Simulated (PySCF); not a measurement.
19F chemical shifts

All values are calculated (PySCF 2.14.0 with density-fitted response routines): geometry from GFN2-xTB, PBE0/pcSseg-1 with gauge-including orbitals. Non-relativistic Hamiltonian, a single conformation, rapidly exchanging positions averaged, gas phase.

Shieldings were converted by a linear fit to measured shifts: 19F: δ = 146.13 − 0.903σ +14.6 on sp3 carbon (rms 6.0 ppm, 223 shifts, 7.0 ppm with the 5 outliers that the fit left out vs CFCl3, solution or neat liquid). Occasional misses reach two or three times the rms, and more in compound classes unlike the fitted ones.

Problem. Give the 19F shifts of `C[SiH2][C@@H](F)C#C[SiH2]C(Cl)Cl`, `C=CC[C@@H]1C[C@@H]1/C=C\CF`, `C=C/C(=C\CF)C(=C)CC`.

Solution. 
```csv
compound,environment,δ (ppm)
C[SiH2][C@@H](F)C#C[SiH2]C(Cl)Cl,fluorine on an sp3 carbon,-224.2
C=CC[C@@H]1C[C@@H]1/C=C\CF,fluorine on an sp3 carbon,-228.4
C=C/C(=C\CF)C(=C)CC,fluorine on an sp3 carbon,-228.8
```

Problem. Match the shifts -100.3, -131.7, -146.2, -164.4, -209.8, -223.8 ppm to `C#CC/C(C)=C(/C)CCF`, `NCCCF`, `C/C1=C/C[C@H](F)/C=C\CC1`, `F[C@@H]1C[C@H](O[SiH3])O1`, `C=C(O[SiH3])OCF`, `C=C(C)[C@@]1(C(C)C)C=C1F`.

Solution. -100.3: F[C@@H]1C[C@H](O[SiH3])O1 (fluorine on an sp3 carbon); -131.7: C=C(C)[C@@]1(C(C)C)C=C1F (vinylic fluorine); -146.2: C=C(O[SiH3])OCF (fluorine on an sp3 carbon); -164.4: C/C1=C/C[C@H](F)/C=C\CC1 (fluorine on an sp3 carbon); -209.8: C#CC/C(C)=C(/C)CCF (fluorine on an sp3 carbon); -223.8: NCCCF (fluorine on an sp3 carbon).
